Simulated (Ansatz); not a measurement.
Start from `O=C(O)C[SiH3]` and change one atom or group to get `O=C(O)C[SiH2]F`.

Ansatz, PBE0-D4/def2-TZVP geometries, multiplicity 1. Each molecule was computed in one conformer, which needn't be the lowest.

```csv
property,`O=C(O)C[SiH3]`
HOMO–LUMO gap (B3LYP/def2-TZVPP) / eV,7.78
LUMO energy (ωB97M-V/def2-TZVPP) / eV,1.97
HOMO–LUMO gap (PBE0/def2-TZVPP) / eV,8.32
LUMO energy (PBE/def2-TZVPP) / eV,-1.15
HOMO energy (PBE/def2-TZVPP) / eV,-6.63
LUMO energy (B3LYP/def2-TZVPP) / eV,-0.29
```

(1) What does the change do to each property? (Estimate.)

Results:

(1) The calculation gave: 
```
                             property  `O=C(O)C[SiH2]F`  shift
HOMO–LUMO gap (B3LYP/def2-TZVPP) / eV              7.82   0.04
LUMO energy (ωB97M-V/def2-TZVPP) / eV              2.08   0.11
 HOMO–LUMO gap (PBE0/def2-TZVPP) / eV              8.37   0.05
    LUMO energy (PBE/def2-TZVPP) / eV             -1.35  -0.20
    HOMO energy (PBE/def2-TZVPP) / eV             -6.88  -0.25
  LUMO energy (B3LYP/def2-TZVPP) / eV             -0.49  -0.20
```

B3LYP here is the variant with VWN-RPA as its local correlation; programs differ in this.
